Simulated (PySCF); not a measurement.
C2H6IIn, SMILES [CH3][In]([CH3])[I].

The structure is a stationary point at PBE-D3(BJ)/def2-SVP. The structure was generated by enumeration; whether it is a known compound was not checked. The def2 effective core potentials stand for the cores of I, In; spin–orbit coupling is left out.

These are PBE-D3(BJ)/def2-SVP (PySCF) values and carry that method's errors.

Frequencies are harmonic and unscaled.

```json
[
 {"mode": "1", "ν (cm⁻¹)": "10", "IR (km/mol)": "0.0", "moving atoms (share of kinetic energy)": "H 99 %"},
 {"mode": "2", "ν (cm⁻¹)": "18", "IR (km/mol)": "0.1", "moving atoms (share of kinetic energy)": "H 99 %"},
 {"mode": "3", "ν (cm⁻¹)": "85", "IR (km/mol)": "1.4", "moving atoms (share of kinetic energy)": "C 50 %, H 22 %, In 17 %, I 11 %"},
 {"mode": "4", "ν (cm⁻¹)": "101", "IR (km/mol)": "3.8", "moving atoms (share of kinetic energy)": "C 61 %, H 30 %"},
 {"mode": "5", "ν (cm⁻¹)": "106", "IR (km/mol)": "0.7", "moving atoms (share of kinetic energy)": "C 44 %, In 29 %, H 25 %"},
 {"mode": "6", "ν (cm⁻¹)": "180", "IR (km/mol)": "23.4", "moving atoms (share of kinetic energy)": "In 49 %, I 49 %"},
 {"mode": "7", "ν (cm⁻¹)": "455", "IR (km/mol)": "13.0", "moving atoms (share of kinetic energy)": "C 79 %, H 18 %"},
 {"mode": "8", "ν (cm⁻¹)": "504", "IR (km/mol)": "31.3", "moving atoms (share of kinetic energy)": "C 65 %, In 18 %, H 17 %"},
 {"mode": "9", "ν (cm⁻¹)": "631", "IR (km/mol)": "0.0", "moving atoms (share of kinetic energy)": "H 88 %, C 12 %"},
 {"mode": "10", "ν (cm⁻¹)": "678", "IR (km/mol)": "5.8", "moving atoms (share of kinetic energy)": "H 85 %, C 15 %"},
 {"mode": "11", "ν (cm⁻¹)": "704", "IR (km/mol)": "37.2", "moving atoms (share of kinetic energy)": "H 82 %, C 16 %"},
 {"mode": "12", "ν (cm⁻¹)": "723", "IR (km/mol)": "113.1", "moving atoms (share of kinetic energy)": "H 82 %, C 17 %"},
 {"mode": "13", "ν (cm⁻¹)": "1124", "IR (km/mol)": "0.3", "moving atoms (share of kinetic energy)": "H 82 %, C 18 %"},
 {"mode": "14", "ν (cm⁻¹)": "1129", "IR (km/mol)": "1.7", "moving atoms (share of kinetic energy)": "H 84 %, C 16 %"},
 {"mode": "15", "ν (cm⁻¹)": "1372", "IR (km/mol)": "0.0", "moving atoms (share of kinetic energy)": "H 95 %"},
 {"mode": "16", "ν (cm⁻¹)": "1373", "IR (km/mol)": "1.3", "moving atoms (share of kinetic energy)": "H 95 %"},
 {"mode": "17", "ν (cm⁻¹)": "1375", "IR (km/mol)": "7.2", "moving atoms (share of kinetic energy)": "H 95 %"},
 {"mode": "18", "ν (cm⁻¹)": "1378", "IR (km/mol)": "0.1", "moving atoms (share of kinetic energy)": "H 95 %"},
 {"mode": "19", "ν (cm⁻¹)": "2988", "IR (km/mol)": "4.6", "moving atoms (share of kinetic energy)": "H 98 %"},
 {"mode": "20", "ν (cm⁻¹)": "2989", "IR (km/mol)": "1.4", "moving atoms (share of kinetic energy)": "H 98 %"},
 {"mode": "21", "ν (cm⁻¹)": "3102", "IR (km/mol)": "0.3", "moving atoms (share of kinetic energy)": "H 91 %, C 9 %"},
 {"mode": "22", "ν (cm⁻¹)": "3103", "IR (km/mol)": "1.1", "moving atoms (share of kinetic energy)": "H 91 %, C 9 %"},
 {"mode": "23", "ν (cm⁻¹)": "3112", "IR (km/mol)": "2.0", "moving atoms (share of kinetic energy)": "H 90 %, C 10 %"},
 {"mode": "24", "ν (cm⁻¹)": "3112", "IR (km/mol)": "2.5", "moving atoms (share of kinetic energy)": "H 90 %, C 10 %"}
]
```
